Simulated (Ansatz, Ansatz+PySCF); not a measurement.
```yaml
atoms:
  - { symbol: O, position_ang: [0.0000, 0.0000, -0.2170] }
  - { symbol: H, position_ang: [0.0000, 0.0000, 1.7359] }
```

Basis set: cc-pVDZ (spherical functions). Correlated methods keep 1 orbital frozen. Correlation on ROHF uses semicanonical orbitals with singles. Charge 0, multiplicity 2.

Computed with Ansatz (development build ahead of 0.2.0); each method stands on the lowest determinant of its kind that the runs found. Restricted functionals stand beside restricted open-shell atoms, which can lie above the unrestricted atoms usual in DFT and then raise those values.

The atomization energy at this shape (free ground-state atoms in the same class of orbitals less the molecule, no zero-point energy) of doublet OH:

| method | atomization energy |
| --- | --- |
| ωB97X (unrestricted) | 36.3 kJ/mol |
| r²SCAN (unrestricted) | 63.5 kJ/mol |
| ωB97X (restricted open-shell) | -40.3 kJ/mol |
| r²SCAN (restricted open-shell) | 5.5 kJ/mol |
| PBE0 (unrestricted) | 48.1 kJ/mol |
| PBE (unrestricted) | 72.8 kJ/mol |
| PBE (restricted open-shell) | 42.4 kJ/mol |
| PBE0 (restricted open-shell) | -27.4 kJ/mol |
| UHF-CCSDT(Q) | 47.7 kJ/mol |
| ROHF-CCSD(T) | 43.1 kJ/mol |
| UHF-CCSD(T) | 36.9 kJ/mol |
| UHF-MP2 | 14.4 kJ/mol |
| ROHF-MP2 | -53.0 kJ/mol |
| UHF | 3.5 kJ/mol |

Problem. What does ROHF give?

Solution. -280.4 kJ/mol. Caution for ωB97X (unrestricted), r²SCAN (unrestricted), PBE0 (unrestricted), PBE (unrestricted): the unrestricted determinant is spin contaminated. Caution for ωB97X (restricted open-shell), r²SCAN (restricted open-shell), PBE0 (restricted open-shell), ROHF-CCSD(T), ROHF-MP2, ROHF: an unrestricted determinant lies well below. Caution for UHF-CCSDT(Q), UHF-CCSD(T), UHF-MP2: bonds are stretched, where a single reference can fail. Caution for UHF-CCSDT(Q), UHF-CCSD(T), UHF-MP2, UHF: the unrestricted determinant is a mixture of spin states. Caution for ROHF-CCSD(T), ROHF-MP2: a plain start can end on a higher determinant; large amplitudes, a single reference is doubtful. Caution for ROHF-CCSD(T): the amplitudes may be one of several solutions. Caution for UHF-CCSD(T): another reference gives a lower total. Caution for UHF-MP2, ROHF-MP2: forces differ strongly between restricted and unrestricted references. Caution for ROHF: the molecule lies well above its atoms at this level.
